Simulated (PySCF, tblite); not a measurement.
Isomers of C5H12N2SSi, one GFN2-xTB conformer each. Single-point energies are computed at PBE0/pcSseg-1 (PySCF, gas phase, no added dispersion term), electronic only.

Question: Rank them by PBE0/pcSseg-1 energy, lowest first (kJ/mol).
A. `[CH3:1]/[N:2]=[CH:3]/[C:4]1([NH:5][SiH2:6][SH:7])[CH2:8][CH2:9]1` with N2–C3–C4–N5 0°, C3–C4–N5–Si6 -163°, C4–N5–Si6–S7 -179°, N5–Si6–S7–H 48°
B. `[CH3:1][C:2]([CH3:3])([SiH2:4][NH2:5])[S:6][CH2:7][C:8]#[N:9]` with C1–C2–Si4–N5 176°, C2–Si4–N5–H -48° and 176°, C1–C2–S6–C7 -68°, C2–S6–C7–C8 -89°
C. `[H]/[N:5]=[C:4](/[CH:3]=[N:2]\[CH3:1])[CH2:6][CH2:7][S:8][SiH3:9]` with N2–C3–C4–N5 -26°, C3–C4–C6–C7 -65°, C4–C6–C7–S8 179°, C6–C7–S8–Si9 -173°

Answer: B (0.0), A (19.4), C (102.1).

As drawn, the lowest has a C≡N group and an Si–C bond, which the highest lacks; the highest has a C=N bond, which the lowest lacks. GFN2-xTB itself gives, in the same order: 117.3, 0.0, 111.7. GFN2-xTB puts C/N=C/C1(N[SiH2]S)CC1 lowest instead; measured from each level's own lowest isomer, the values differ by up to 117.3 kJ/mol (CC(C)([SiH2]N)SCC#N: 117.3 against 0.0).

Q: Which frontier levels, dipoles and rotational constants go with these structures?

A: 
```csv
SMILES,"HOMO (eV, PBE0/pcSseg-1)",LUMO (eV),dipole (D),"A, B, C (MHz)"
CC(C)([SiH2]N)SCC#N,-6.95,-0.21,2.80,"1467, 1037, 786.1"
C/N=C/C1(N[SiH2]S)CC1,-6.45,-0.20,4.03,"1593, 650.0, 486.8"
[H]/N=C(/C=N\C)CCS[SiH3],-6.72,-1.56,1.82,"2356, 438.9, 396.9"
```

Q: What happens when harmonic zero-point energies from GFN2-xTB frequencies are added?

A: 
| SMILES | ZPE (kJ/mol) | electronic (kJ/mol) | with ZPE (kJ/mol) |
| --- | --- | --- | --- |
| CC(C)([SiH2]N)SCC#N | 422.5 | 0.0 | 0.0 |
| C/N=C/C1(N[SiH2]S)CC1 | 419.3 | 19.4 | 16.1 |
| [H]/N=C(/C=N\C)CCS[SiH3] | 419.6 | 102.1 | 99.2 |

The zero-point energies span 3.2 kJ/mol. The order is unchanged.

Q: As an exercise, what shares would exp(−E/RT) give at 500 K from these electronic energies alone (no entropy, no degeneracies)?

A: RT = 4.157 kJ/mol: CC(C)([SiH2]N)SCC#N 99.1 %, C/N=C/C1(N[SiH2]S)CC1 0.9 %, [H]/N=C(/C=N\C)CCS[SiH3] under 0.1 %.
